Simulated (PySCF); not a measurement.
A structure optimised at B3LYP-D3(BJ)/def2-SVP, used in a PySCF frequency run:

```xyz
8

F      2.4294    -0.9746     0.0000
C      1.1396    -1.4695     0.0000
Si    -0.1060    -0.0533     0.0000
Cl     0.1351     1.1113     1.6749
Cl     0.1351     1.1113    -1.6749
Cl    -1.9865    -0.8970     0.0000
H      0.9809    -2.1002     0.8934
H      0.9809    -2.1002    -0.8934
```
Charge 0, spin multiplicity 1.

### Question
Write its SMILES, formula and point group.

### Answer
FC[Si](Cl)(Cl)Cl, CH₂Cl₃FSi, Cs

### Question
What are its rotational constants (standard atomic weights)?

### Answer
1.3690, 1.1485, 1.0710 GHz
